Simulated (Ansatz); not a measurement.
`ClC(Cl)Br` + Cl• → `Cl[C](Cl)Br`• + HCl at 700 K and 1 bar (hydrogen abstraction from a C–H bond).

Program: Ansatz. Geometries: PBE0-D4/def2-TZVP. ΔE: electronic, gas phase. CCSD(T)/CBS adds triple-zeta CCSD(T) − MP2 to the extrapolated MP2 energy (def2 sets, frozen cores). This one scheme is used for every species, atoms too. No spin–orbit coupling; open shells (•) take unrestricted orbitals. Spin–orbit coupling would lower the free atoms: a little for Cl. Bonds to Br are less sure, by a few kJ/mol each and by 10 to 20 or more in all where they break to atoms, as the def2 sets lack core-valence functions. Scalar relativity is left out up to krypton.

| species | CCSD(T)/CBS energy (Eh) | H − E (kJ/mol) | S (J/(mol·K)) |
| --- | --- | --- | --- |
| `ClC(Cl)Br` | -3531.51017 | 97.9 | 383.5 |
| Cl• | -459.70966 | 14.6 | 186.0 |
| `Cl[C](Cl)Br`• | -3530.84912 | 62.1 | 384.5 |
| HCl | -460.38127 | 38.4 | 211.8 |

H − E and S are ideal-gas, rigid-rotor, harmonic terms from PBE0-D4/def2-TZVP, with the whole ground term of open shells counted as degenerate. 1 Eh = 2625.50 kJ/mol, R = 8.31446 J/(mol·K).

Task: By hand: ΔE, ΔH, ΔS and ΔG.

Result: ΔE = (-3530.84912) + (-460.38127) − (-3531.51017) − (-459.70966) = -0.01056 Eh = -27.7 kJ/mol. Δ(H − E) = 62.1 + 38.4 − 97.9 − 14.6 = -12.0, so ΔH = -39.7 kJ/mol. ΔS = 384.5 + 211.8 − 383.5 − 186.0 = 26.8 J/(mol·K). ΔG = -39.7 − 700 × (26.8)/1000 = -58.5 kJ/mol.

Task: By hand: the equilibrium constant, and the temperature at which ΔG would vanish if ΔH and ΔS stayed fixed.

Result: log₁₀ K = −ΔG/(RT ln 10) = 4.4. ΔH and −TΔS have one sign here, so there is no such temperature.

TΔS isn't small against ΔH here. A doubt of 5 kJ/mol in ΔE shifts log₁₀ K by 0.4 here. These are equilibria of isolated gas molecules and say nothing of rates. Largest T1 diagnostic: 0.014 (customary marks: 0.02 for closed shells, 0.045 for open ones).
